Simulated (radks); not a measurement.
The numbers below are computed, except where a source is named.
Neutral europium inside a hard spherical wall (all orbitals vanish at R), configuration held at [Xe] 4f7 6s2 and not refilled when levels cross. Level of theory: scalar-relativistic Kohn-Sham, PBEsol, spin-polarised, spherical densities, finite nucleus; open shells are filled with parallel spins first (spin-orbit coupling, left out, can overturn this in heavy ions); Fermi nuclear charge, rms radius 5.1115 fm (a radial shooting solver on a logarithmic mesh with Libxc functionals). Eigenvalues in eV for spin up, with the zero of energy where the potential of the charges vanishes at infinity; a dash marks a level that is unbound or too diffuse for the functional's potential to be trusted. A positive occupied level is held by the wall or, in an anion where self-interaction has pushed it up, behind a barrier. The pressure on the wall is -dE/dV.

[
 {"R (bohr)": "free", "E (hartree)": "-10839.8432", "kinetic (hartree)": "11610.545", "e(5s)": "-45.716", "e(5p)": "-24.574", "e(4f)": "-4.131", "e(6s)": "-3.739", "e(5d, empty)": "-1.813", "e(6p, empty)": "-1.217", "pressure (GPa)": "0"},
 {"R (bohr)": "20", "E (hartree)": "-10839.8432", "kinetic (hartree)": "11610.545", "e(5s)": "-45.716", "e(5p)": "-24.574", "e(4f)": "-4.131", "e(6s)": "-3.739", "e(5d, empty)": "-1.813", "e(6p, empty)": "-1.217", "pressure (GPa)": "< 0.0001"},
 {"R (bohr)": "10", "E (hartree)": "-10839.8400", "kinetic (hartree)": "11610.572", "e(5s)": "-45.522", "e(5p)": "-24.381", "e(4f)": "-3.939", "e(6s)": "-3.588", "e(5d, empty)": "-1.639", "e(6p, empty)": "-0.845", "pressure (GPa)": "0.0696"},
 {"R (bohr)": "7", "E (hartree)": "-10839.7934", "kinetic (hartree)": "11610.819", "e(5s)": "-44.341", "e(5p)": "-23.227", "e(4f)": "-2.772", "e(6s)": "-2.376", "e(5d, empty)": "-0.534", "e(6p, empty)": "1.289", "pressure (GPa)": "2.16"},
 {"R (bohr)": "6", "E (hartree)": "-10839.7186", "kinetic (hartree)": "11611.134", "e(5s)": "-43.296", "e(5p)": "-22.222", "e(4f)": "-1.719", "e(6s)": "-0.889", "e(5d, empty)": "0.554", "e(6p, empty)": "3.669", "pressure (GPa)": "7.54"},
 {"R (bohr)": "5", "E (hartree)": "-10839.5168", "kinetic (hartree)": "11611.908", "e(5s)": "-41.479", "e(5p)": "-20.503", "e(4f)": "0.177", "e(6s)": "2.558", "e(5d, empty)": "2.673", "e(6p, empty)": "8.845", "pressure (GPa)": "30.8"},
 {"R (bohr)": "4", "E (hartree)": "-10838.8707", "kinetic (hartree)": "11614.351", "e(5s)": "-37.736", "e(5p)": "-16.944", "e(4f)": "4.365", "e(6s)": "11.966", "e(5d, empty)": "7.594", "e(6p, empty)": "21.816", "pressure (GPa)": "171"},
 {"R (bohr)": "3.5", "E (hartree)": "-10838.0047", "kinetic (hartree)": "11617.630", "e(5s)": "-34.023", "e(5p)": "-13.238", "e(4f)": "8.771", "e(6s)": "22.972", "e(5d, empty)": "12.880", "e(6p, empty)": "35.914", "pressure (GPa)": "476"},
 {"R (bohr)": "3", "E (hartree)": "-10836.0436", "kinetic (hartree)": "11624.853", "e(5s)": "-27.385", "e(5p)": "-6.151", "e(4f)": "16.816", "e(6s)": "44.794", "e(5d, empty)": "22.905", "e(6p, empty)": "62.259", "pressure (GPa)": "1540"},
 {"R (bohr)": "2.5", "E (hartree)": "-10831.0709", "kinetic (hartree)": "11642.029", "e(5s)": "-13.993", "e(5p)": "9.132", "e(4f)": "32.279", "e(6s)": "91.625", "e(5d, empty)": "43.938", "e(6p, empty)": "115.78", "pressure (GPa)": "5910"},
 {"R (bohr)": "2", "E (hartree)": "-10816.5547", "kinetic (hartree)": "11688.054", "e(5s)": "18.971", "e(5p)": "47.911", "e(4f)": "64.055", "e(6s)": "203.18", "e(5d, empty)": "94.679", "e(6p, empty)": "237.66", "pressure (GPa)": "29000"}
]
